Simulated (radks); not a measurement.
The numbers below are computed, except where a source is named.
Radial electron density D(r) = 4 pi r^2 rho(r) of an atom or ion with 6 electrons. Code: a radial shooting solver on a logarithmic mesh with Libxc functionals. Model: Dirac Kohn-Sham, LDA (Slater exchange, Perdew-Wang correlation), spin-unpolarised, spherical densities, finite nucleus; Fermi nuclear charge, rms radius of each element as measured or else 0.836 A^(1/3) + 0.57 fm.

r (bohr)  D(r) (e/bohr)
0.009561         0.1287
0.01265          0.2169
0.01661          0.3563
0.02197          0.5847
0.02884          0.9275
0.03816           1.452
0.05049           2.194
0.06627           3.134
0.08768           4.260
0.1151            5.322
0.1523            6.051
0.1999            6.043
0.2645            5.127
0.3471            3.635
0.4593            2.213
0.6029            1.590
0.7977            1.759
1.047             2.116
1.385             2.042
1.833             1.430
2.406            0.7136
3.183            0.2311
4.179           0.04952
5.529          0.009467
7.257           0.01014
9.602           0.02168
12.6            0.03587
16.68           0.03618
21.89           0.01670
28.96          0.002528
38.01         0.0001188

What is the nuclear charge?

Answer. Z = 6. The innermost maximum, from 1s, lies near gamma/Z bohr with gamma = sqrt(1 - (Z/c)^2) = 0.999, here 0.167 bohr (found: 0.174), and its height grows with Z. The density is that of neutral carbon in [He] 2s1.5 2p2 3d0.5; the configuration itself is not fixed sharply by these data. D(r) has 3 maxima, at r = 0.174, 1.17, 14.7 bohr, and minima at 0.638, 6.18 bohr, inside which lie 2.16, 5.51 electrons.
